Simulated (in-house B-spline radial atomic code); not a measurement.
## BP86 excitations of Al IV (Al3+)

Method: BP86. Computed with a B-spline radial code for spherical atoms: linear response of the closed shell [He] 2s2 2p6 with the functional's adiabatic kernel; non-relativistic, point nucleus, no spin-orbit coupling, no double excitations, S, P, D and F terms only. Only terms of natural parity with L up to 3 were computed.

Command:
```bash
python run_td.py task.json out
```
Settings (radii: box in bohr, nucleus in fm):
```
Z                        13
electrons                10
configuration            [He] 2s2 2p6
hamiltonian              nr
method                   b88,p86
box_radius               23.08
intervals                51
```

Cost of the run: 0.2 s on 1 thread of Arm Neoverse N1, with other jobs on the host.

The lowest states, in the order of their Tamm-Dancoff energies; the method's threshold (minus the highest occupied level) is 104.24 eV. Labels give the largest channel, * marks a mixed state, and oscillator strengths are full-response dipole values. Semilocal kernels can invert the small singlet-triplet splittings of Rydberg terms. Energies in eV:

```csv
state,full response,Tamm-Dancoff,oscillator strength
2p → 3s 3P,71.76,71.77,-
2p → 3s 1P,72.43,72.45,0.196
2p → 3p 3S,?,?,-
2p → 3p 3D,78.87,78.88,-
2p → 3p 1D,79.29,79.30,-
2p → 3p 1S,82.32,82.61,-
2p → 3d 3F,87.74,87.74,-
2p → 3d 3P,87.74,87.74,-
2p → 3d 1F,87.83,87.83,-
2p → 3d 1P,88.49,88.52,0.499
2p → 4s 3P,90.26,90.27,-
2p → 4s 1P,?,?,?
2p → 4p 3S,92.44,92.45,-
2p → 4p 3D,92.57,92.57,-
2p → 4p 1D,92.70,92.70,-
2p → 4p 1S,93.67,93.77,-
```

Question: Where does 2p → 3p 3S lie?

Answer: At 78.42 eV in full response, 78.45 eV in Tamm-Dancoff.

Question: Where does 2p → 4s 1P lie?

Answer: At 90.44 eV in full response, 90.44 eV in Tamm-Dancoff, oscillator strength 0.03.

Question: How large is the singlet-triplet splitting of 2p → 3s (P terms) in Tamm-Dancoff?

Answer: 0.675 eV, from the unrounded values.

Question: What polarisabilities and dispersion coefficient does the method give?

Answer: Dipole 0.282 bohr³, quadrupole 0.2418 bohr⁵, C6 0.264 hartree·bohr⁶ for two such species.
